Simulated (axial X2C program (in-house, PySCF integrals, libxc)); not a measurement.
**What spin–orbit coupling does to ZnN in a model world with the speed of light multiplied by 4**

Computed with an in-house all-electron X2C program for linear molecules (integrals from PySCF). Spin-free means the one-electron spin-free X2C Hamiltonian; two-component (2c) means X2C with spin–orbit coupling and atomic mean-field two-electron Coulomb and Gaunt terms, so the difference of the two also holds small scalar two-electron terms; the speed of light was multiplied by 4, so these are model numbers, not those of the real molecule. Basis: Zn dyall-v3z [9s9p5d3f2g], N dyall-v3z [6s6p2d1f] (cores contracted in-house); Gaussian nuclei, density fitting, unrestricted open shells. Masses: Zn 63.929 u, N 14.003 u.

Spin-free state: M_S = 3/2, Λ = 0 (beyond evenly filled blocks: σα, π+α, π-α); fragments Zn + N.

| level | Re (Å) | ωe (cm⁻¹) | De (eV) | μ (D) |
| --- | --- | --- | --- | --- |
| PBE0 | 2.023 | 372.4 | 0.406 | -1.44 |
| MP2 | 1.984 | 421.4 | n/a | n/a |
| r2SCAN0 | 2.019 | 365.3 | 0.339 | -1.43 |

Correlated methods: 17 electrons correlated (number of frozen shells: Zn 3 s, 2 p; N 1 s), 229 virtual spin orbitals or spinors in MP2.

Dipoles are positive if N is the positive end.

Two-component determinant lowest at the distance of the search:

Ω = 3/2 (⟨Sz⟩ = 1.50, ⟨Lz⟩ = 0.00 at HF); fragments Zn + N.

```csv
level,Re (Å),ωe (cm⁻¹),De (eV),μ (D)
PBE0,2.023,372.3,0.406,-1.44
MP2,1.984,421.3,n/a,n/a
r2SCAN0,2.019,365.3,0.339,-1.43
```

(1) From the two tables, how do the constants change at the MP2 level (2c against spin-free)?

The state is a single determinant with fixed occupations, the lowest that a limited PBE0 search found. De is counted from the lowest determinant-based energies of the atoms at the same level, without counterpoise correction. Density functionals use the spin component along the axis (collinear). Other states lie close and PBE0, whose exact exchange favours high spin, may order them wrongly; the determinant shown need not be the ground state. The nearest other spin-free determinant of the search, M_S = 1/2, Λ = 0, lies 0.39 eV up at the distance of the search. With several unpaired electrons one determinant need not be a pure state. This is the top spin component of a Σ state; components of lower Ω are not single determinants and can lie lower. The determinant is spin-polarised beyond a pure state at some levels (its spin-free form has ⟨S²⟩ too high), which makes Re and μ there less reliable.

## Answers

(1) At the MP2 level Re is unchanged within 0.001 Å and ωe doesn't move by more than 0.2 cm⁻¹.
